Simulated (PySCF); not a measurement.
**[NbO3]-: fields on a plane**

These are results of PBE0 in PySCF with Nb def2-TZVPD with ECP28, O def2-TZVPD; scalar-relativistic core potentials, no spin–orbit coupling; density-fitted integrals, not measurements.

The singlet minimum has Nb–O 1.780 Å (×3); O–Nb–O 116.5° (×3).

The plane holds Nb1 at (0.00, 0.00), O2 at (1.78, 0.00), O3 at (-0.80, 1.59) Å. Columns run from x = -2.85 to 4.05 Å, rows from y = 3.75 (top) to -1.95 Å, in steps of 0.3 Å. Other isomers or separated fragments may lie lower. Core electrons replaced by a potential are absent, the electrostatic potential uses the reduced nuclear charge, and values within about 0.7 Å of such atoms have no physical meaning.

Q: Give the electron localisation function (set to 0 where the density is under 0.005 e/Å³). Lower edges of the bins: '0' 0.000, '1' 0.100, '2' 0.199, '3' 0.299, '4' 0.398, '5' 0.498, '6' 0.598, '7' 0.697, '8' 0.797, '9' 0.896; top 1.00.

A: 
```
000000000000000000000000
000001111000000000000000
000112332210000000000000
001234555421000000000000
001356777642100000000000
012478888763100000000000
013578878864100000000000
013688296873100111100000
013678617751002343311000
013578887421025666531000
002356533564137887653100
000121137788348888864200
000000278007458118874200
000000278007458118874200
000111147788348888864200
001234323676137887653100
012356652211025666531000
012356775310013444311000
001345666520001222100000
001234555531000010000000
```

Q: Give the electrostatic potential (V) (cut at 20 V). Every second row and column.

A: 
```
-3.7 -4.1 -4.6 -4.9 -4.9 -4.6 -4.3 -4.0 -3.7 -3.4 -3.2 -2.9
-4.2 -4.9 -5.7 -6.2 -6.2 -5.7 -5.0 -4.5 -4.1 -3.8 -3.5 -3.2
-4.7 -5.8 -6.8 -6.2 -6.4 -6.7 -5.7 -5.1 -4.7 -4.4 -4.0 -3.6
-5.0 -6.3 -5.5 20.0 20.0 -5.6 -5.7 -5.5 -5.5 -5.2 -4.6 -4.0
-5.0 -6.3 -4.6 20.0 20.0 -0.2 -2.6 -5.4 -6.6 -6.3 -5.4 -4.5
-4.7 -5.5 -5.0  2.2 20.0 20.0  9.1 -1.6 -1.7 -6.7 -6.2 -5.0
-4.4 -4.5 -2.6  9.7 20.0 20.0 20.0 20.0 20.0 -2.6 -6.6 -5.2
-4.3 -4.5 -3.0  6.3 20.0 20.0 20.0 10.6 20.0 -5.0 -6.5 -5.1
-4.4 -5.0 -4.9 -1.4  6.0  9.8  2.2 -4.4 -6.2 -6.7 -5.8 -4.7
-4.3 -5.1 -5.7 -4.7 -3.7 -2.9 -3.4 -4.9 -5.7 -5.5 -4.9 -4.2
```

The lowest empty level of this anion is unbound, so it and the gap depend on the basis.
